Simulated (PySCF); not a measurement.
**State search for GaH**

Unrestricted PBE0; Ga x2c-TZVPPall, H x2c-TZVPPall; spin-free X2C with a Gaussian nucleus (PySCF 2.14). Outer shells of the fragments: Ga 3d10 4s2 4p1; H 1s1.

Followed along the bond (rough minima from three points):

| 2Ms+1 | unpaired | ⟨S²⟩ at the start | R at minimum (Å) | Te (eV) |
| --- | --- | --- | --- | --- |
| 1 | none | 0.00 | 1.68 | 0.00 |
| 3 | σ ↑, π ↑ | 2.00 | 1.61 | 2.06 |

Solutions found at the starting distance of 1.525 Å, counted from the lowest of them; the search is not exhaustive and high or unbound solutions are not listed, so other states can lie among these:

| 2Ms+1 | unpaired | term | E (eV) | ⟨S²⟩ | ⟨Lz²⟩ | μ (D) |
| --- | --- | --- | --- | --- | --- | --- |
| 1 | none | ¹Σ⁺ | 0.00 | 0.00 | 0.00 | 0.15 |
| 3 | σ ↑, π ↑ | ³Π | 1.95 | 2.00 | 1.00 | -0.14 |
| 1 | σ ↑, π ↓ | mixed | 2.33 | 1.02 | 1.00 | -0.04 |
| 3 | π ↑↑ | ³Σ⁻ | 5.54 | 2.09 | 0.00 | -0.44 |
| 3 | σ ↑↑ | ³Σ⁺ | 5.91 | 2.00 | 0.00 | 1.97 |
| 1 | π ↑↓ | mixed | 5.94 | 1.00 | 2.01 | -0.51 |

A term symbol is given only where ⟨S²⟩ and ⟨Lz²⟩ are close to those of a pure state; real π, δ and φ orbitals otherwise mix terms. A positive dipole means Ga(−)H(+).

Q: Compare the gap between the two lowest followed solutions at the starting distance with the gap between their minima.

A: At PBE0 the second solution (triplet, unpaired electrons σ ↑, π ↑) lies +1.95 eV from the first (singlet, closed shell) at 1.525 Å and +2.06 eV at the minima; the two curves relax by different amounts, since their minima lie near 1.61 and 1.68 Å.

Counting both spins, an empty level lies below a filled one in some of these solutions, because spin and occupation are held.
